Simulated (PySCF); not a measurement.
# C$_{6}$H$_{13}$NSi$_{2}$: full NMR table

```
Formula                               : C6H13NSi2
SMILES                                : C[Si@]([SiH3])(C#N)C1CCC1
InChI                                 : InChI=1S/C6H13NSi2/c1-9(8,5-7)6-3-2-4-6/h6H,2-4H2,1,8H3/t9-/m0/s1
Point group of the computed structure : C1
Degrees of unsaturation               : 3
Carbon signals                        : 6
Proton signals                        : 9
```

Molfile (atoms numbered from 1):
```
C6H13NSi2
     RDKit          3D

 22 22  0  0  0  0  0  0  0  0999 V2000
   -1.9121   -0.6009    1.7370 C   0  0  0  0  0  0  0  0  0  0  0  0
   -0.9828   -0.5270    0.0712 Si  0  0  2  0  0  4  0  0  0  0  0  0
   -1.6249    1.2371   -1.3041 Si  0  0  0  0  0  4  0  0  0  0  0  0
   -1.3628   -2.1611   -0.7732 C   0  0  0  0  0  0  0  0  0  0  0  0
   -1.6166   -3.1360   -1.3207 N   0  0  0  0  0  0  0  0  0  0  0  0
    0.8963   -0.6194    0.4113 C   0  0  0  0  0  0  0  0  0  0  0  0
    1.7788   -0.5169   -0.8482 C   0  0  0  0  0  0  0  0  0  0  0  0
    2.1056    0.9360   -0.4810 C   0  0  0  0  0  0  0  0  0  0  0  0
    1.5050    0.7060    0.9111 C   0  0  0  0  0  0  0  0  0  0  0  0
   -1.7223    0.2924    2.3259 H   0  0  0  0  0  0  0  0  0  0  0  0
   -2.9849   -0.6701    1.5814 H   0  0  0  0  0  0  0  0  0  0  0  0
   -1.6111   -1.4584    2.3332 H   0  0  0  0  0  0  0  0  0  0  0  0
   -3.0477    1.1746   -1.6432 H   0  0  0  0  0  0  0  0  0  0  0  0
   -1.3949    2.5235   -0.6353 H   0  0  0  0  0  0  0  0  0  0  0  0
   -0.8705    1.2653   -2.5599 H   0  0  0  0  0  0  0  0  0  0  0  0
    1.1372   -1.4775    1.0432 H   0  0  0  0  0  0  0  0  0  0  0  0
    2.6502   -1.1682   -0.8059 H   0  0  0  0  0  0  0  0  0  0  0  0
    1.2819   -0.6715   -1.8054 H   0  0  0  0  0  0  0  0  0  0  0  0
    3.1582    1.2114   -0.5084 H   0  0  0  0  0  0  0  0  0  0  0  0
    1.5381    1.6553   -1.0697 H   0  0  0  0  0  0  0  0  0  0  0  0
    2.2625    0.5587    1.6797 H   0  0  0  0  0  0  0  0  0  0  0  0
    0.8062    1.4661    1.2593 H   0  0  0  0  0  0  0  0  0  0  0  0
  1  2  1  0
  2  3  1  0
  2  4  1  6
  4  5  3  0
  2  6  1  0
  6  7  1  0
  7  8  1  0
  8  9  1  0
  9  6  1  0
  1 10  1  0
  1 11  1  0
  1 12  1  0
  3 13  1  0
  3 14  1  0
  3 15  1  0
  6 16  1  0
  7 17  1  0
  7 18  1  0
  8 19  1  0
  8 20  1  0
  9 21  1  0
  9 22  1  0
M  END
```

Method: GIAO PBE0/pcSseg-1 shieldings, coordinates at the GFN2-xTB level, in PySCF 2.14.0 with density-fitted response routines (non-relativistic, isolated molecule, one conformer, equivalent nuclei averaged).

Referencing at the same level of theory: 1H (σ = 31.72 ppm) and 13C (σ = 186.93 ppm) and 29Si (σ = 349.16 ppm) vs TMS; 15N (σ = 267.73 ppm) vs NH3.

```tsv
carbon	δC, type	δH (multiplicity)	HMBC from (2–3 bonds)	span of the C tensor (ppm)
C1	-2.4, CH3	0.40 (s)	H13/H14/H15, H16	11
C4	127.0, C	–	H13/H14/H15, H16, H10/H11/H12	346
C6	22.8, CH	2.22 (m)	H13/H14/H15, H17, H21, H19, H20, H18, H22, H10/H11/H12	19
C7	23.7, CH2	H17 2.64 (m); H18 1.95 (m)	H21, H16, H19, H20, H22	31
C8	20.8, CH2	H19 2.09 (m); H20 1.99 (m)	H17, H21, H16, H18, H22	29
C9	22.3, CH2	H21 2.47 (m); H22 1.56 (m)	H17, H16, H19, H20, H18	28
```

Other nuclei:
```csv
atoms,nucleus,environment,δ (ppm),σ (ppm)
H13/H14/H15,1H,hydrogen on a silicon bonded to Si,3.60,28.12
Si2,29Si,"silicon bonded to 3 C, Si",-36.9,386.1
Si3,29Si,"silicon bonded to Si, 3 H",-121.3,470.4
N5,15N,nitrile nitrogen,361.9,-94.2
```

1. Carbon types of the structure: 1 × C, 1 × CH, 3 × CH2, 1 × CH3, leaving 3 H on heteroatoms.
2. δC 127.0: nitrile carbon; this is the usual window of a C≡N carbon, which has no attached hydrogen.
3. δC 23.7, 22.3, 20.8: sp3 CH2 in a ring; saturated and bonded to C and H only.
4. δC -2.4: methyl carbon bonded to Si; an electropositive neighbour leaves it electron-rich and shielded.
5. δH 3.60: hydrogen on a silicon bonded to Si.
6. δH 0.40: hydrogen on a methyl carbon bonded to Si; an electropositive neighbour shields it, as in TMS itself.

Shifts are as computed. Against solution values, carbons near 30 ppm lie about +3 ppm off and those near 130 ppm about +5 ppm. Of 1309 compounds with measured shifts, 239 miss one by over three times the rms of a fit or turn the order of signals round; such compounds aren't used in these exercises. Experimental scales use liquid or dissolved standards, which lie at an offset from isolated NH3 (liquid NH3: subtract about 20 ppm). Unscaled 15N shifts of sp2 nitrogen come out 20 to 40 ppm too high even then. No couplings were computed; multiplicities are counted from neighbouring protons, with m where these are inequivalent, close in shift, in a saturated or five-membered ring or joined by F or P, and br s for small geminal =CH2 splittings.
